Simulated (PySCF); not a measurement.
## Bond curve of Hg₂⁺

Set-up: basis Hg def2-SVPD with ECP60; scalar-relativistic core potentials; PySCF 2.14. Energies in eV from Hg⁺ + Hg in their ground configurations at the same level. State: ²Σu⁺ (doublet), unpaired electrons σ ↑.

```csv
R (Å),ROHF,PBE0
2.462,-0.2435,-1.138
2.577,-0.5830,-1.415
2.691,-0.7689,-1.550
2.777,-0.8412,-1.591
2.863,-0.8738,-1.599
2.949,-0.8781,-1.583
3.063,-0.8536,-1.540
3.207,-0.7930,-1.466
3.378,-0.6979,-1.369
3.607,-0.5599,-1.245
```

**Question.** Put a parabola through the three lowest points of the ROHF curve and estimate Re, k and ωe (reduced mass 101.0 u; 1 eV/Å² = 0.16022 mdyn/Å; ωe = 1302.8·√(k/μ) cm⁻¹).

**Answer.** Through R = 2.863, 2.949, 3.063 Å the second-order coefficient is 1.32 eV/Å², so Re ≈ 2.925 Å, k ≈ 0.424 mdyn/Å and ωe ≈ 84 cm⁻¹. A polynomial fit of higher order to the unrounded ROHF energies gives Re = 2.921 Å, k = 0.485 mdyn/Å, ωe = 90.3 cm⁻¹; anharmonicity and rounding make the difference.

The higher-order fit for each curve: ROHF: Re = 2.921 Å, ωe = 90.3 cm⁻¹, De = 0.88 eV; PBE0: Re = 2.843 Å, ωe = 95.5 cm⁻¹, De = 1.60 eV.

Spin–orbit coupling is left out. The state was picked by a PBE0 search and need not be the measured ground state.
